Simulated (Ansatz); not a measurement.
A made-up structure of SiNH₄Te (charge +1), closed shell:

N1  (-0.681, 0.074, -0.548)
Te2  (-1.050, -1.501, 0.922)
Si3  (0.799, 0.020, 0.526)
H4  (-0.622, -0.262, -1.506)
H5  (1.106, -0.010, 1.912)
H6  (0.906, 1.254, 1.320)
H7  (1.971, -0.444, -0.232)
(Å)

It is relaxed with PBE-D4/def2-SVP and then PBE0-D4/def2-TZVP (Ansatz 0.2.0). Atoms count as bonded within 1.22 times the sum of their covalent radii (H–H: 0.88 Å). The end point is not checked to be a true minimum.

Does its bonding change? (A judgement: the text doesn't fix the answer.)

The calculation gives: Yes. Formed: Te2–H5; broken: Si3–H5.

Where it ends: The first stage lowers the energy by 3.43 eV in 19 steps. It ends as SiNH₄Te ([NH]1[SiH2][TeH]1), total charge +1:
```xyz
7
angstrom
N -0.4594 -0.0188 -0.3634
Te -0.7693 -0.8545 1.4753
Si 0.9450 0.6456 0.3155
H -0.6727 -0.5451 -1.1998
H 0.2601 -2.1648 1.3136
H 0.8621 2.0493 0.7424
H 2.2643 0.0206 0.1105
```

Labels in which every atom is bracketed show which atoms are joined, not bond orders.

For scale, one of the runs: PBE0-D4/def2-TZVP relaxation, 142 basis functions, launched by `ansatz run in.yaml --threads 2 --pin off --events-out ev --progress --plain --max-ram 4352MiB`. The run took about 26 s on 2 CPU threads of an Arm Neoverse V2 (shared host).
